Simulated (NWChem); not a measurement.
C3H10Si; SMILES CC(C)[SiH3]

```xyz
14

Si    -0.0265    -1.3798     0.0000
C      0.3914     0.4710     0.0000
C     -0.1179     1.1592    -1.2665
C     -0.1179     1.1592     1.2665
H      0.5372    -2.0481    -1.2155
H      0.5372    -2.0481     1.2155
H     -1.5119    -1.5779     0.0000
H      1.4969     0.5170     0.0000
H      0.1742     2.2229    -1.2838
H     -1.2185     1.1243    -1.3273
H      0.2787     0.6931    -2.1822
H      0.2787     0.6931     2.1822
H      0.1742     2.2229     1.2838
H     -1.2185     1.1243     1.3273
```
Atoms are numbered in this order, from 1.

Program: NWChem. Geometry: optimised at PBE0/def2-SVP. No frequency run checked for a minimum. GIAO values for the isolated, static molecule; σ is the absolute isotropic shielding, δ = σ(reference) − σ with the isolated reference molecule computed at the same levels (13C: tetramethylsilane, 1H: tetramethylsilane, 29Si: tetramethylsilane).

Task: What does the run give for PBE0/pcSseg-1? Quantities: δ Si1 (ppm); δ C2 (ppm); δ C3 (ppm); δ H5 (rotor mean) (ppm); δ H8 (ppm); δ H9 (rotor mean) (ppm).

Result: 
| Item | Result |
|---|---|
| δ Si1 (ppm) | -53.0 |
| δ C2 (ppm) | 11.9 |
| δ C3 (ppm) | 21.0 |
| δ H5 (rotor mean) (ppm) | 3.77 |
| δ H8 (ppm) | 0.90 |
| δ H9 (rotor mean) (ppm) | 1.10 |
